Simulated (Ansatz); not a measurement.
Reaction (redistribution): `C=C=N[SiH](F)F` + `Cl[SiH2]S[SiH2]Cl` → `F[SiH](F)S[SiH2]Cl` + `C=C=N[SiH2]Cl`

Program: Ansatz. Geometries: PBE0-D4/def2-TZVP. ΔE: electronic, gas phase. CCSD(T)/CBS adds triple-zeta CCSD(T) − MP2 to the extrapolated MP2 energy (def2 sets, frozen cores). DFT in def2-TZVPP. B3LYP here is the variant with VWN-RPA as its local correlation; programs differ in this. Each species was taken in one conformer, which may not be the lowest.

`C=C=N[SiH](F)F`:

```xyz
9

C     1.792    0.229    1.287
C     0.580    0.168    0.808
N    -0.564    0.126    0.417
Si   -1.407   -0.221   -1.021
F    -0.440   -0.422   -2.258
F    -2.317    1.028   -1.344
H     2.339    1.161    1.255
H     2.253   -0.653    1.707
H    -2.235   -1.417   -0.851
```

`Cl[SiH2]S[SiH2]Cl`:

Cartesian coordinates in Å:
```
Cl 2.256 -0.235 0.976
Si 1.112 -1.114 -0.482
S -0.156 0.292 -1.455
Si -1.140 1.167 0.217
Cl -2.001 -0.247 1.428
H 2.002 -1.635 -1.541
H 0.333 -2.189 0.163
H -0.202 1.944 1.052
H -2.203 2.019 -0.358
```

`F[SiH](F)S[SiH2]Cl`:

Z-matrix (Å, degrees):
```
Si
F 1 1.584
S 1 2.106 2 111.2
F 1 1.584 2 105.8 3 -120.4
H 1 1.470 2 109.0 3 121.3
Si 3 2.140 1 98.7 2 -70.8
Cl 6 2.043 3 111.5 1 -91.4
H 6 1.476 3 106.0 1 151.0
H 6 1.477 3 110.1 1 29.0
```

`C=C=N[SiH2]Cl`:

Cartesian coordinates in Å:
```
C 1.789 0.335 1.232
C 0.569 0.074 0.843
N -0.573 -0.173 0.536
Si -1.477 -0.283 -0.924
Cl -0.350 0.106 -2.594
H 2.081 1.351 1.455
H 2.511 -0.465 1.322
H -2.558 0.718 -0.849
H -1.992 -1.663 -1.021
```

```tsv
level	ΔE (kJ/mol)	difference from CCSD(T)/CBS
PBE-D4	5.2	-2.5
r2SCAN-D4	5.3	-2.4
B3LYP-D4	6.6	-1.1
ωB97X-V	5.6	-2.1
B2PLYP	5.3	-2.4
HF/def2-TZVPP	6.9	-0.8
SCS-MP2/def2-TZVPP	6.7	-1.0
HF/def2-QZVPP	7.0	-0.7
MP2/def2-QZVPP	7.9	0.2
SCS-MP2/def2-QZVPP	7.1	-0.6
CCSD(T)/CBS	7.7	0
```

Largest T1 diagnostic among the species: 0.014.
